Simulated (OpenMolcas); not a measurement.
Re2+ among 8 point charges of -1.2 e arranged as a cube (Oh), 2.19 Å from the ion.
```
   1.2644    1.2644    1.2644  -1.20
   1.2644    1.2644   -1.2644  -1.20
   1.2644   -1.2644    1.2644  -1.20
   1.2644   -1.2644   -1.2644  -1.20
  -1.2644    1.2644    1.2644  -1.20
  -1.2644    1.2644   -1.2644  -1.20
  -1.2644   -1.2644    1.2644  -1.20
  -1.2644   -1.2644   -1.2644  -1.20
```

```yaml
Program: OpenMolcas
Method: CASSCF
Basis: ANO-RCC-VTZP [8s7p5d3f2g1h]
Scalar_Hamiltonian: DKH2, point nucleus
Active_space: 5 electrons in 5 orbitals (5d)
State_averaging: 2S+1 = 6 even, 1 root; 2S+1 = 4 even, 24 roots; 2S+1 = 2 even, 75 roots
Spin-orbit_coupling: RASSI with atomic mean-field integrals over the reference wave functions
```

Question: What is the spin-free ground state (labels of O, the rotations of Oh)?

Answer: 6A1, 1-fold in its orbital part, 100 % from free-ion S terms; it has the highest spin that d5 allows.

Question: What are the lowest two levels with spin-orbit coupling?

Answer: A 4-fold level Γ8, then a 2-fold level Γ7 14.7 cm-1 above it. Their leading multiplicities are 6 (92 %) and 6 (92 %).

Question: What is χT at 300 K, and how does it compare with the textbook value?

Answer: The lowest level has 2S+1 = 6, for which the spin-only value is χT = S(S+1) / 2 = 4.375 cm3 K/mol (g = 2). The computed 4.221 at 300 K differs by -0.154, through orbital momentum, spin-orbit coupling and any other state in reach.

Question: Which ligand-field parameters describe the states?

Answer: A least-squares ligand-field fit to the states below 45000 cm-1, each weighted by its degeneracy and with a free common offset, gives 10Dq = -8003 cm-1 (negative for this site), B = 724 cm-1 and C = 2990 cm-1 (C/B = 4.13), with an rms deviation of 341 cm-1. 

Without dynamic correlation the repulsion within the d shell is too large (B by tens of per cent), so at a given field states of lower spin stand too high. Point charges give a weaker field than real ligands, and real ions of this kind are as a rule low spin; the high spin found here belongs to the model. This is an electrostatic model: the charges have no orbitals. No measured value stands beside these numbers.
